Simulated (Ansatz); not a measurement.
A CCSD(T) single point on C2H12Ga2OSiSn (`CO[CH2][SnH2][SiH2][GaH][GaH2]`).

```yaml
crystal:
  periodic: [false, false, false]
  atoms:
    - {symbol: C, position_ang: [-1.650220, -1.020673, 0.513536]}
    - {symbol: O, position_ang: [-0.402220, -0.750234, 1.119245]}
    - {symbol: C, position_ang: [0.699375, -1.441659, 0.524006]}
    - {symbol: Sn, position_ang: [1.140160, -0.892746, -1.563976]}
    - {symbol: Si, position_ang: [0.215239, 1.468020, -1.968818]}
    - {symbol: Ga, position_ang: [0.416074, 2.573564, 0.191228]}
    - {symbol: Ga, position_ang: [-0.080373, 1.108857, 2.121767]}
    - {symbol: H, position_ang: [-1.670129, -0.656181, -0.520457]}
    - {symbol: H, position_ang: [-2.411512, -0.505868, 1.096964]}
    - {symbol: H, position_ang: [-1.840687, -2.097626, 0.522528]}
    - {symbol: H, position_ang: [1.566192, -1.201159, 1.139276]}
    - {symbol: H, position_ang: [0.513279, -2.517350, 0.602359]}
    - {symbol: H, position_ang: [2.845434, -1.008198, -1.667068]}
    - {symbol: H, position_ang: [0.484035, -2.125163, -2.559260]}
    - {symbol: H, position_ang: [0.828474, 2.020446, -3.211061]}
    - {symbol: H, position_ang: [-1.228579, 1.213150, -2.272705]}
    - {symbol: H, position_ang: [0.927877, 4.068829, 0.164558]}
    - {symbol: H, position_ang: [-1.506247, 1.161631, 2.798513]}
    - {symbol: H, position_ang: [1.153828, 0.602371, 2.969375]}
basis:
  gaussian: {orbitals: def2-TZVPP}
correlation: {method: ccsd_t}
output: {orbitals: {seedname: orbitals}}
```

```sh
$ ansatz run in.yaml --threads 4 --pin off --events-out ev --progress --plain --max-ram 66560MiB --backend cuda --devices 0, --max-vram 37GiB
```

The program prints (abridged):

```
Functional definition: HF
2844 factors; integrals over basis functions are off by at most 1.1e-3 eV
mean field evaluation 1: about -122621.1020 eV, gradient 3.2e1 eV
mean field evaluation 2: about -122621.4483 eV, gradient 3.2e1 eV
mean field evaluation 4: about -122625.1097 eV, gradient 6.4e0 eV
mean field evaluation 8: about -122625.2123 eV, gradient 3.2e-1 eV
mean field evaluation 16: about -122625.2129 eV, gradient 2.8e-6 eV
mean field -122625.21286735 eV, -4506.3934545206 hartree, gradient 2.8e-6 eV, S^2 0.000000; 0 other end points of the search recorded, 0 dependent functions left out
30 core orbitals not correlated: weight in the atoms' cores, before any rotation towards them, 1.000 or more for the frozen orbitals, at most 0.000 for the correlated occupied ones
reference -122625.21286735 eV, -4506.3934545206 hartree; 35, 35 occupied and 384, 384 virtual orbitals, 2844 factors
second order -41.40753615 eV of doubles, -0.00000000 eV of singles
cycle   1  -41.26748028 eV  change    1.4e-1 eV  update   1.7e-1
cycle   2  -42.64993208 eV  change    -1.4e0 eV  update   5.0e-2
cycle   3  -42.86669101 eV  change   -2.2e-1 eV  update   2.6e-2
cycle   4  -42.84264103 eV  change    2.4e-2 eV  update   6.4e-3
cycle   5  -42.83831294 eV  change    4.3e-3 eV  update   3.0e-3
cycle   6  -42.83869585 eV  change   -3.8e-4 eV  update   9.1e-4
cycle   7  -42.83817884 eV  change    5.2e-4 eV  update   4.2e-4
cycle   8  -42.83804425 eV  change    1.3e-4 eV  update   1.3e-4
cycle   9  -42.83813414 eV  change   -9.0e-5 eV  update   5.8e-5
cycle  10  -42.83815212 eV  change   -1.8e-5 eV  update   2.3e-5
perturbative correction -1.67278098 eV, -0.0614735670 hartree
Total energy: -122669.72380045 eV, -4508.0292011413 hartree
```

It took 64 s on 4 threads of an AMD EPYC 7R13 on a shared host and a share of an NVIDIA H100 80 GB, with 0.91 GiB of host memory at the peak.

Correlation energy per correlated electron: -0.636 eV. T1 diagnostic: 0.0138.
